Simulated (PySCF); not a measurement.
(ClBe-mu-F)2.
Cartesian coordinates in Å at the PBE0-D3(BJ)/def2-SVP level; atoms count from 1:
```xyz
6
Be2Cl2F2 angstrom
Be     0.754    0.393   -0.741
Cl     1.973    1.026   -1.946
F     -0.744   -0.111   -0.819
Be    -0.754   -0.393    0.741
Cl    -1.974   -1.026    1.945
F      0.745    0.111    0.820
```

Method: PySCF 2.14.0, PBE0-D3(BJ)/def2-SVP geometry optimisation, gas phase.

Q: Which atoms are bound to Be1, and at what distances?

A: 3 atoms: F3 1.583 Å, F6 1.586 Å, Cl2 1.827 Å. The nearest atom not counted as bound is Be4, at 2.26 Å.

Q: List the angles at Be1.

A: 
```json
{"angle": "Cl2–Be1–F6", "degrees": "135.6", "distance of the outer atoms (Å)": "3.16"}
{"angle": "Cl2–Be1–F3", "degrees": "135.1", "distance of the outer atoms (Å)": "3.15"}
{"angle": "F3–Be1–F6", "degrees": "89.2", "distance of the outer atoms (Å)": "2.23"}
```

Q: What is the shape at Be1?

A: Planar: angles 135.6°, 135.1° and 89.2°, sum 360.0°, 0.00 Å off the plane of its three neighbours. Differences among atoms that D2h makes equivalent are scatter left by the optimiser.

Q: Give some angles away from the centre.

A: Be1–F3–Be4 90.8°.

Q: What are the rotational constants (commonest isotopes, rigid rotor)?

A: A = 10742, B = 797.7, C = 742.5 MHz: a near-prolate asymmetric top.

Point group: D2h (tolerance 0.08 Å). Charge 0, singlet. Stationary, but not proved a minimum.

Time: 16 s wall. Hardware: one thread of an Arm Neoverse V1, on a shared host. That covers the optimisation of the geometry.

One conformer stands for the species.
